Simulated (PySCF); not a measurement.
## Shapes and spin states of H₃RuN

Level of theory: PBE0/[Ru def2-TZVP with ECP28, N def2-TZVP, H def2-TZVP], scalar-relativistic core potentials, density fitting, no spin–orbit coupling, PySCF.

Relaxations began from a few typed shapes and spin states; open shells are unrestricted. The search is not exhaustive: other isomers or separated fragments can lie lower, and high-lying points may rest on an excited occupation.

```csv
spin,group,bonds,angles,imaginary modes (cm⁻¹),ΔE (kJ/mol),ΔE with ZPE (kJ/mol)
singlet,Cs,"Ru–H 1.559 Å, Ru–H 1.629 Å (×2), Ru–N 1.571 Å","H–Ru–H 83.2° (×2), H–Ru–H 135.3°, H–Ru–N 95.9°, H–Ru–N 111.8° (×2)",none,0.0,0.0
singlet,Cs,"H–H 0.901 Å, Ru–H 1.671 Å, Ru–H 1.725 Å (×2), Ru–N 1.553 Å","H–H–Ru 74.8° (×2), H–Ru–H 30.3°, H–Ru–H 140.6° (×2), H–Ru–N 102.6° (×2), H–Ru–N 113.7°",none,23.0,21.9
triplet,Cs,"Ru–H 1.569 Å, Ru–H 1.601 Å (×2), Ru–N 1.618 Å","H–Ru–H 58.8° (×2), H–Ru–H 116.0°, H–Ru–N 104.8° (×2), H–Ru–N 106.6°",none,69.2,67.1
singlet,Cs,"H–H 0.774 Å, Ru–H 1.650 Å, Ru–H 1.935 Å, Ru–H 2.044 Å, Ru–N 1.549 Å","H–H–Ru 71.0°, H–H–Ru 86.8°, H–Ru–H 22.2°, H–Ru–H 132.5°, H–Ru–H 154.7°",809i,73.0,–
triplet,C3v,"Ru–H 1.613 Å (×3), Ru–N 1.599 Å","H–Ru–H 111.7° (×3), H–Ru–N 107.2° (×3)",none,80.5,77.3
triplet,Cs,"H–H 0.771 Å, Ru–H 1.604 Å, Ru–N 1.608 Å",H–Ru–N 102.0°,179i,127.2,–
singlet,C2v,"Ru–H 1.806 Å (×2), Ru–H 1.839 Å, Ru–N 1.564 Å","H–Ru–H 35.0° (×2), H–Ru–H 70.0°, H–Ru–N 145.0° (×2), H–Ru–N 180.0°","1352i, 336i",168.7,–
triplet,C2v,"Ru–H 1.644 Å (×2), Ru–H 1.814 Å, Ru–N 1.623 Å","H–Ru–H 61.6° (×2), H–Ru–H 123.2°, H–Ru–N 118.4° (×2), H–Ru–N 180.0°","1217i, 387i",274.1,–
```

The lowest minimum found is the singlet Cs: Ru–H 1.559 Å, Ru–H 1.629 Å (×2), Ru–N 1.571 Å; H–Ru–H 83.2° (×2), H–Ru–H 135.3°, H–Ru–N 95.9°, H–Ru–N 111.8° (×2).
